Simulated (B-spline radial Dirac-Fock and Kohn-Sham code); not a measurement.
**Nd³⁺ 4p3/2: cross section and angular parameters**

System: the Nd³⁺ ion in the configuration [Xe] 4f3; threshold 263.0 eV (orbital energy of the model). Level of theory: Dirac-Hartree-Slater photoionisation with a Latter tail; cross sections with all multipoles, angular parameters from the dipole term and its interference with E2; a radial atomic solver.

For linearly polarised light dσ/dΩ = σ/(4π) [1 + β P₂(cos θ) + (δ + γ cos²θ) sin θ cos φ], with θ from the polarisation vector and φ the angle between the beam and the projection of the electron momentum on the plane normal to the polarisation.

| hν (eV) | σ (kb) | β | γ | δ |
| --- | --- | --- | --- | --- |
| 300 | 301 | -0.168 | -0.146 | 0.058 |
| 372 | 267 | 0.553 | 0.012 | 0.063 |
| 386 | 260 | 0.638 | 0.048 | 0.061 |
| 469 | 222 | 0.982 | 0.194 | 0.043 |
| 615 | 167 | 1.292 | 0.266 | 0.022 |
| 1680 | 36.8 | 1.701 | -0.024 | 0.001 |
| 1880 | 29.9 | 1.713 | -0.035 | 0.002 |
| 2140 | 23.4 | 1.721 | -0.031 | 0.003 |
| 2440 | 18.1 | 1.724 | -0.010 | 0.003 |
| 2620 | 15.7 | 1.724 | 0.009 | 0.004 |
| 2984.4 | 12.1 | 1.720 | 0.057 | 0.005 |
| 3000 | 11.9 | 1.720 | 0.059 | 0.005 |
| 3350 | 9.48 | 1.713 | 0.115 | 0.006 |
| 4000 | 6.46 | 1.697 | 0.231 | 0.008 |
| 4010 | 6.43 | 1.697 | 0.232 | 0.008 |
| 5280 | 3.44 | 1.657 | 0.471 | 0.014 |
| 5414.7 | 3.25 | 1.652 | 0.495 | 0.014 |
| 6040 | 2.50 | 1.631 | 0.609 | 0.018 |
| 7280 | 1.59 | 1.590 | 0.820 | 0.024 |
| 8047.8 | 1.24 | 1.566 | 0.942 | 0.029 |
| 9251.7 | ? | ? | ? | ? |
| 9900 | 0.725 | 1.508 | 1.210 | 0.041 |
| 12000 | 0.434 | 1.448 | 1.470 | 0.057 |

Q: Give the values at Ga Kα (9251.7 eV).

A: σ = 0.865 kb, β = 1.528, γ = 1.120, δ = 0.037.

Values without a named source are computed, but for edge energies of neutral atoms, which are taken from tables.
